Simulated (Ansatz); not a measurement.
Born–Oppenheimer molecular dynamics of BFH3OSi (7 atoms, charge 1, multiplicity 1). It starts from a relaxed structure.

The calculation used RKS PBE-D4/def2-SVP in Ansatz.

```yaml
ensemble: NVT, Langevin thermostat
time_step: 0.5 fs
steps_asked: 300
set_temperature: 700 K
friction: 0.001 /fs
seed: 926826
```

First frame:

```xyz
7
Properties=species:S:1:pos:R:3
B -0.131 1.535 -0.155
O -0.097 0.137 -0.012
Si 0.071 -1.421 0.145
F 1.530 -2.033 0.155
H -0.191 1.947 -1.287
H -0.104 2.169 0.871
H -1.079 -2.334 0.283
```

Q: How far do the bonds stretch over the last three quarters of this one trajectory? (Pairs bonded in most of those frames.)

A: 
```csv
bond,mean (Å),spread (Å),shortest,longest
B1–O2,1.415,0.022,1.38,1.45
B1–H5,1.213,0.036,1.14,1.28
B1–H6,1.213,0.037,1.16,1.28
O2–Si3,1.580,0.015,1.56,1.61
Si3–F4,1.586,0.012,1.56,1.61
Si3–H7,1.476,0.009,1.46,1.49
```

Mean temperature of the second half: 442 K. The mean temperature of the second half is 37 % below the set value. A run of 0.15 ps of so small a system gives no equilibrium averages. Limits of this set-up: the dipole of an ion depends on the origin.

Run time: 2.9 min on 1 thread of AMD EPYC 9R45 (Zen 5) (shared host), peak memory 0.11 GiB.
